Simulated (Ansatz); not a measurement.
`F[As](F)F`. Total charge 0; spin multiplicity 1.

```xyz
4

F    -0.529   -0.399   -1.331
As   -0.207    0.629    0.004
F     1.461    0.249    0.120
F    -0.725   -0.479    1.207
```

Task: What are the harmonic wavenumbers in cm⁻¹ at PBE0-D4/def2-TZVP (Ansatz, finite differences of forces, unscaled)? (An estimate is asked.)

Result: The calculation gave: 259, 259, 335, 705, 705, 745.

Task: Is this a minimum?

Result: Yes, all 6 modes are real.

Task: Give the ideal-gas thermochemistry at 298.15 K and 1 bar (rigid rotor, harmonic oscillator; point group C3v, symmetry number 3).

Result: Zero-point energy 18.0 kJ/mol; H(298) − E = 32.2 kJ/mol; entropy 289.0 J/(mol·K), of which translation 169.7, rotation 96.5, vibration 22.7; G(298) − E = -53.9 kJ/mol.

Task: And at 400, 500, 600, 800 and 1000 K?

Result: 
```
T (K)  H − E (kJ/mol)  S (J/mol/K)  G − E (kJ/mol)
  400            39.1        308.9           -84.4
  500            46.4        325.1          -116.1
  600            54.0        338.9          -149.3
  800            69.7        361.4          -219.5
 1000            85.7        379.3          -293.6
```

Task: Rotational constants (cm⁻¹)?

Result: 0.194, 0.194, 0.1367.
